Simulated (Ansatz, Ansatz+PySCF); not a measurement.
```yaml
atoms:
  - { symbol: Co, position_ang: [0.0000, 0.0000, 0.0000] }
  - { symbol: Cl, position_ang: [0.0000, 0.0000, 2.1486] }
```

Basis set: def2-SVP (spherical functions). Frozen core: 10 orbitals. Correlation on ROHF uses semicanonical orbitals with singles. Charge 0, multiplicity 3.

Computed with Ansatz (development build ahead of 0.2.0); each method stands on the lowest determinant of its kind that the runs found. Restricted functionals stand beside restricted open-shell atoms, which can lie above the unrestricted atoms usual in DFT and then raise those values.

The atomization energy at this shape (free ground-state atoms in the same class of orbitals less the molecule, no zero-point energy) of triplet CoCl:

```json
{"method": "ωB97X (unrestricted)", "atomization energy": "3.51 eV"}
{"method": "ωB97X (restricted open-shell)", "atomization energy": "3.47 eV"}
{"method": "r²SCAN (unrestricted)", "atomization energy": "3.91 eV"}
{"method": "r²SCAN (restricted open-shell)", "atomization energy": "3.87 eV"}
{"method": "PBE0 (unrestricted)", "atomization energy": "3.45 eV"}
{"method": "PBE (unrestricted)", "atomization energy": "3.94 eV"}
{"method": "PBE (restricted open-shell)", "atomization energy": "3.90 eV"}
{"method": "ROHF-MP2", "atomization energy": "2.81 eV"}
{"method": "UHF-MP2", "atomization energy": "2.58 eV"}
{"method": "UHF", "atomization energy": "2.07 eV"}
{"method": "ROHF", "atomization energy": "0.57 eV"}
```

**Question.** What does PBE0 (restricted open-shell) give?

**Answer.** 3.37 eV. Caution: another spin multiplicity may lie lower. Caution for ωB97X (unrestricted), PBE0 (unrestricted): the unrestricted determinant is spin contaminated. Caution for ROHF-MP2, ROHF: an unrestricted determinant lies well below. Caution for UHF-MP2, UHF: the unrestricted determinant is a mixture of spin states.
